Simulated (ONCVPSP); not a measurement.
**Cd: one change to an ONCV potential, before and after**

cadmium (Cd), optimised norm-conserving Vanderbilt (ONCV), made with ONCVPSP 4.0.1 (Wu-Cohen, scalar-relativistic). Core [Ar] 3d10, reference 4s2 4p6 4d10 5s1 (charge +1). Waves: 4s+5s: rc 1.15 bohr, ncon 3, nbas 8, qcut 9.8 1/bohr, 3 projectors, debl 0.5 Ha; 4p: rc 0.95 bohr, ncon 4, nbas 7, qcut 7.5 1/bohr, 3 projectors, debl 2.7 Ha; 4d: rc 1.20 bohr, ncon 4, nbas 7, qcut 6.8 1/bohr, 2 projectors, debl 1.8 Ha. Local part: polynomial inside 0.65 bohr (lpopt 5, dvloc0 3 Ha). Core correction: polynomial model core, fcfact 0.75.

In the p channel the program set the typed energies aside and used -2.786, 0.250, 2.950 Ha.

Change: non-relativistic. In the p channel the program set the typed energies aside and used -2.710, 0.250, 2.950 Ha.

Cutoffs: the cutoffs (Ha) at which the residual kinetic energy of the hardest occupied pseudo-wave falls to 1 and 0.1 mHa per electron; they do not see the model core or the augmentation charge, which bear on the density cutoff. Errors are all-electron minus pseudo energies relative to the spin-unpolarised reference configuration.

Question: How do hardness, ghosts and transferability respond?

Answer: The potential gets neither clearly harder nor softer (142 Ha and 168 Ha → 140 Ha and 166 Ha); the bound ghosts move from p to p, s; the lowest positive-energy flag moves from s at 30.9 eV to none; of the 4 tests that both files solve, the error grows in 1 and shrinks in 3 by more than 15 % and 0.3 meV (median size 2.2 → 0.7 meV).

| quantity | base | changed |
| --- | --- | --- |
| cutoff, loose | 142 Ha | 140 Ha |
| cutoff, tight | 168 Ha | 166 Ha |
| loose cutoff by channel | s 37 Ha, p 142 Ha, d 99 Ha | s 37 Ha, p 140 Ha, d 100 Ha |
| bound ghosts | p | s, p |
| GHOST(+) flags under 300 eV | s at 30.9 eV | none |
| error for 4s2 4p6 4d10 5s2, meV [ΔE -9.31 → -8.76 eV] | +1.4 | 0.0 |
| error for 4s2 4p6 4d10 5s0, meV [ΔE 17.09 → 16.20 eV] | -3.0 | -0.2 |
| error for 4s2 4p6 4d9 5s0, meV [ΔE 55.11 → 54.71 eV] | -6.9 | +1.3 |
| error for 4s2 4p6 4d9 5s2, meV [ΔE 8.66 → 10.18 eV] | +0.1 | +1.3 |
| s: phases at 1.17 bohr within 0.05 rad from the reference energy up to (Ha; the scan ends near 5) | to the end of the scan | to the end of the scan |
| p: phases at 0.97 bohr within 0.05 rad from the reference energy up to (Ha; the scan ends near 5) | to the end of the scan | to the end of the scan |
| d: phases at 1.22 bohr within 0.05 rad from the reference energy up to (Ha; the scan ends near 5) | to the end of the scan | to the end of the scan |
| rms error of d²Exc/dni dnj with the model core, mHa | 0.50 | 0.39 |

 A true bound ghost makes a file unfit for plane-wave use even where its test errors are small: the radial tests pick states by their node count and pass the ghost by.
